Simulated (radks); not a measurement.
Q: Kr33+, 3 electrons, occupied as [He] 2s1. Calculated with a radial shooting solver on a logarithmic mesh with Libxc functionals: scalar-relativistic Kohn-Sham, PBE, spin-polarised, spherical densities, point nucleus; open shells are filled with parallel spins first. Some entries of the table are withheld. Estimate them.

| orbital | occ. | eigenvalue (eV) | <r^2> (bohr^2) |
|---|---|---|---|
| 1s up | 1 | (1) | 0.002284 |
| 1s down | 1 | (2) | 0.002283 |
| 2s up | 1 | -4059.060 | 0.03326 |
| 2p up | 0 | (3) | 0.02495 |
| 3s up | 0 | -1756.488 | 0.1689 |

A: 
(1) 1s up eigenvalue (eV): -16899.66
(2) 1s down eigenvalue (eV): -16889.18
(3) 2p up eigenvalue (eV): -3940.898
